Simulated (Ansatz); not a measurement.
Compare A (`B[SiH2]N[SiH3]`) with its isomer B (`[SiH3]BN[SiH3]`).

Gas-phase electronic energies from Ansatz, PBE0-D4/def2-TZVP geometries. CBS: MP2 limit from def2 TZ/QZ plus the TZ coupled-cluster correction, frozen cores. Functionals use def2-TZVPP. B3LYP here is the variant with VWN-RPA as its local correlation; programs differ in this. One conformer a species, not always the lowest.

A:

```xyz
12

B     1.618    1.407    1.456
Si   -0.107    0.771    0.660
N     0.065   -0.689   -0.257
Si   -0.988   -1.325   -1.466
H     1.690    2.508    1.918
H     2.591    0.714    1.544
H    -1.035    0.627    1.832
H    -0.731    1.790   -0.229
H     0.808   -1.301    0.050
H    -1.919   -2.369   -0.953
H    -0.196   -1.939   -2.566
H    -1.796   -0.193   -1.989
```

B:

Z-matrix (Å, degrees):
```
Si
B 1 2.024
H 1 1.492 2 114.7
H 1 1.491 2 109.8 3 -121.1
H 1 1.491 2 109.8 3 121.1
N 2 1.399 1 123.9 3 0.0
H 2 1.202 1 118.1 3 -180.0
Si 6 1.752 2 127.8 1 0.0
H 6 1.011 2 116.7 1 -180.0
H 8 1.483 6 110.9 2 -60.8
H 8 1.485 6 106.6 2 179.9
H 8 1.483 6 110.9 2 60.7
```

**Question.** Which isomer does CCSD(T)/CBS put lower? Give the gap. (Estimate.)

**Answer.** Computed: B, by 21.5 kcal/mol.

**Question.** Give E(B) − E(A) in kcal/mol with B3LYP-D4, CCSD(T)/def2-TZVPP, MP2/def2-TZVPP, B3LYP, PBE-D4, PBE0-D4, r2SCAN-D4. (An estimate is asked.)

**Answer.** The calculation gave: B3LYP-D4 -22.7, CCSD(T)/def2-TZVPP -22.2, MP2/def2-TZVPP -21.8, B3LYP -22.3, PBE-D4 -25.0, PBE0-D4 -23.5, r2SCAN-D4 -22.9. None reverses the order clearly.

Largest T1 diagnostic: 0.014.

From PBE to PBE0 (25 % exact exchange), in def2-TZVPP and without D4, E(B) − E(A) moves by +1.5 kcal/mol. In def2-TZVPP, CCSD(T) changes the Hartree–Fock value by −4.7 kcal/mol (the triples alone add −1.0 kcal/mol) and MP2 by −4.3 kcal/mol.
